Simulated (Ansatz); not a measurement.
## One elementary step

Start structure (ZnH$_{4}$OF$_{2}$, singlet), relaxed at PBE0-D4/def2-TZVP:

Zn1  (0.389, -0.928, 0.391)
H2  (1.265, -0.539, -0.830)
O3  (-0.275, -1.792, 1.794)
H4  (-0.638, 1.400, -0.534)
F5  (-1.017, 0.967, 0.220)
H6  (0.875, 0.722, -1.502)
F7  (0.433, 1.534, -1.740)
H8  (-1.031, -1.365, 2.201)
(Å)

The step: ZnH₂O ([OH][ZnH]) + HF + HF → ZnHOF ([OH][Zn][F]) + HF + H₂; bonds formed: Zn1–F5, H2–H6, H4–F7; bonds broken: Zn1–H2, H4–F5, H6–F7. Computed with Ansatz 0.2.0 (basis: def2-TZVPP and def2-QZVPP); correlated methods freeze the cores. The 3s and 3p shells of Cu and Zn are frozen; filled d shells are correlated. Extrapolation: Hartree–Fock as exp(−7.88 √X), correlation as X^−2.97. Energies below are by CCSD(T) at an estimated basis limit (MP2 extrapolated from triple and quadruple zeta, plus CCSD(T) − MP2 in triple zeta).

Question: What are the electronic barrier and the energy of the step, from the start structure to the end structure? (To be estimated.)

Answer: By the calculation: Barrier 0.483 eV; step energy -0.358 eV (downhill); reverse barrier, their difference, 0.840 eV. Barrier and step energy count from the start structure, the reverse barrier from the end structure.

The saddle point: One imaginary mode of 907i cm⁻¹.
| pair | start (Å) | saddle (Å) | end (Å) |
| --- | --- | --- | --- |
| Zn1–F5 | 2.37 | 1.98 | 1.77 |
| H2–H6 | 1.48 | 0.95 | 0.76 |
| H4–F7 | 1.62 | 1.15 | 0.94 |
| Zn1–H2 | 1.55 | 1.70 | 2.28 |
| H4–F5 | 0.95 | 1.13 | 1.59 |
| H6–F7 | 0.95 | 1.25 | 2.33 |

Zero-point energy (harmonic, PBE0-D4): ZPE is 1.203 eV at the start and 1.092 eV at the saddle, so the barrier goes from 0.483 to 0.371 eV.

No T1 diagnostic of these runs exceeds 0.016.

Labels in which every atom is bracketed show which atoms are joined, not bond orders.

For scale, one of the runs: CCSD(T)/def2-TZVPP, 213 basis functions, launched by `ansatz run in.yaml --threads 8 --pin off --events-out ev --progress --plain --max-ram 19148MiB`. The run took 54 s on 8 CPU threads of an Arm Neoverse V1 (shared host), with 3.3 GiB of host memory at its peak.
